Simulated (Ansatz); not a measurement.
Start from `CC1=C[SiH2]1` and change one atom or group to get `BrC1=C[SiH2]1`.

Ansatz, PBE0-D4/def2-TZVP geometries, multiplicity 1. 

Scalar relativity is left out up to krypton. Spin–orbit coupling is left out; it splits and shifts lone-pair levels of the heavy atoms by tenths of an eV.

```tsv
property	`CC1=C[SiH2]1`
LUMO energy (PBE0/def2-TZVPP) / eV	0.10
LUMO energy (B3LYP/def2-TZVPP) / eV	-0.11
HOMO energy (ωB97M-V/def2-TZVPP) / eV	-9.39
HOMO–LUMO gap (B3LYP/def2-TZVPP) / eV	6.93
LUMO energy (PBE/def2-TZVPP) / eV	-0.98
HOMO energy (PBE0/def2-TZVPP) / eV	-7.24
```

Q: Give the same properties after the change, and the shifts. (Best estimate.)

A: Ansatz gave: 
```csv
property,`BrC1=C[SiH2]1`,shift
LUMO energy (PBE0/def2-TZVPP) / eV,-0.76,-0.86
LUMO energy (B3LYP/def2-TZVPP) / eV,-0.97,-0.86
HOMO energy (ωB97M-V/def2-TZVPP) / eV,-9.75,-0.36
HOMO–LUMO gap (B3LYP/def2-TZVPP) / eV,6.44,-0.49
LUMO energy (PBE/def2-TZVPP) / eV,-1.63,-0.65
HOMO energy (PBE0/def2-TZVPP) / eV,-7.64,-0.40
```

With PBE0 the HOMO falls by 0.40 eV and the LUMO falls by 0.86 eV, so the gap narrows by about 0.46 eV. PBE moves the HOMO by -0.37 eV and ωB97M-V by -0.36 eV. The zero-point energy changes by -97.4 kJ/mol with -9 modes.

B3LYP here is the variant with VWN-RPA as its local correlation; programs differ in this.
